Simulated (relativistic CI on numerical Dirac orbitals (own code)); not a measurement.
**Ligand-field terms of d9**

Computed with a parametric ligand-field model of a d^n configuration (Racah B and C, spin-orbit zeta, crystal field), exact diagonalisation.

Field parameters in Wybourne normalisation: Oh B⁴₀ = 21Dq, B⁴₄ = √(5/14) B⁴₀. The field is a parameter set, without covalency.

(1) Lowest levels for B = 490, C = 2390, ζ = 2300 cm⁻¹, Oh, 10Dq = 25400 cm⁻¹?

(2) Lowest levels for B = 890, C = 4210, ζ = 180 cm⁻¹, Oh, 10Dq = 30500 cm⁻¹?

(3) Lowest levels for B = 390, C = 1520, ζ = 2300 cm⁻¹, Oh, 10Dq = 23150 cm⁻¹?

(4) Lowest levels for B = 660, C = 2730, ζ = 350 cm⁻¹, Oh, 10Dq = 3750 cm⁻¹?

(5) Lowest levels for B = 910, C = 3440, ζ = 110 cm⁻¹, Oh, 10Dq = 13300 cm⁻¹?

Results:

(1) Γ8 0 (S 0.50), Γ7 23396 (S 0.50), Γ8 27141 (S 0.50) cm⁻¹, with S from ⟨S²⟩ = S(S + 1). The ground level has 3.01 electrons in the cubic e pair.

(2) Γ8 0 (S 0.50), Γ7 30322 (S 0.50), Γ8 30593 (S 0.50) cm⁻¹, with S from ⟨S²⟩ = S(S + 1). The ground level has 3.00 electrons in the cubic e pair.

(3) Γ8 0 (S 0.50), Γ7 21172 (S 0.50), Γ8 24945 (S 0.50) cm⁻¹, with S from ⟨S²⟩ = S(S + 1). The ground level has 3.01 electrons in the cubic e pair.

(4) Γ8 0 (S 0.50), Γ7 3446 (S 0.50), Γ8 4018 (S 0.50) cm⁻¹, with S from ⟨S²⟩ = S(S + 1). The ground level has 3.01 electrons in the cubic e pair.

(5) Γ8 0 (S 0.50), Γ7 13191 (S 0.50), Γ8 13358 (S 0.50) cm⁻¹, with S from ⟨S²⟩ = S(S + 1). The ground level has 3.00 electrons in the cubic e pair.
